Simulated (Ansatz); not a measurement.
Relaxation of Cl₃H₃OTi (8 atoms, charge 0, multiplicity 1), to a largest force component of 0.03 eV/Å in at most 50 steps.

Theory: RHF/def2-SVP (Ansatz).

```xyz
8
Properties=species:S:1:pos:R:3:forces:R:3
Ti 0.367 -0.189 -0.521 0.36 -0.16 0.88
O -0.563 -0.315 2.446 1.24 -0.34 -0.25
H -1.061 -1.104 2.606 0.00 -0.01 0.00
Cl 1.920 -0.409 -2.030 0.00 0.00 -0.01
Cl -0.332 1.872 -0.381 0.00 0.01 0.00
Cl -1.082 -1.835 -0.622 0.00 0.00 -0.01
H 1.318 -0.504 0.822 -0.22 0.17 -0.97
H 0.366 -0.593 2.433 -1.38 0.33 0.36
```

**Question.** Where does it end, and by what steps?

**Answer.** It converged. The force dipped under the threshold on the way, but the program's further checks kept it going. After 23 steps the energy has fallen by 0.676 eV; H8 moved furthest, 1.18 Å. Joined: Ti1–O2 (3.11 → 2.23 Å).

| step | energy less start (eV) | largest force component (eV/Å) | accepted |
| --- | --- | --- | --- |
| 0 | 0.0000 | 1.381 | yes |
| 1 | -0.0843 | 2.566 | yes |
| 2 | -0.1278 | 2.326 | yes |
| 3 | -0.3636 | 1.083 | yes |
| 4 | -0.5393 | 1.055 | yes |
| 5 | -0.5781 | 0.512 | yes |
| 6 | -0.6034 | 0.411 | yes |
| 7 | -0.6092 | 0.512 | yes |
| 8 | -0.6021 | 0.229 | no |
| 9 | -0.6208 | 0.298 | yes |
| 10 | -0.6276 | 0.154 | yes |
| 11 | -0.6379 | 0.266 | yes |
| 12 | -0.5846 | 2.202 | no |
| 13 | -0.6479 | 0.134 | yes |
| 14 | -0.6560 | 0.182 | yes |
| 15 | -0.6556 | 0.795 | no |
| 16 | -0.6615 | 0.127 | yes |
| 17 | -0.6651 | 0.195 | yes |
| 18 | -0.6667 | 0.372 | yes |
| 19 | -0.6750 | 0.019 | yes |
| 20 | -0.6682 | 0.625 | no |
| 21 | -0.6757 | 0.122 | yes |
| 22 | -0.6754 | 0.078 | no |
| 23 | -0.6763 | 0.023 | yes |

```xyz
8
Properties=species:S:1:pos:R:3
Ti 0.378 -0.322 -0.156
O -0.230 -0.540 1.978
H -0.860 -1.221 2.183
Cl 1.494 -0.280 -2.052
Cl -0.066 1.850 0.234
Cl -1.061 -2.030 -0.439
H 1.730 -0.785 0.552
H -0.453 0.252 2.453
```

Run time: 66 s on 2 threads of Arm Neoverse V1, on a shared host, peak memory 0.28 GiB.
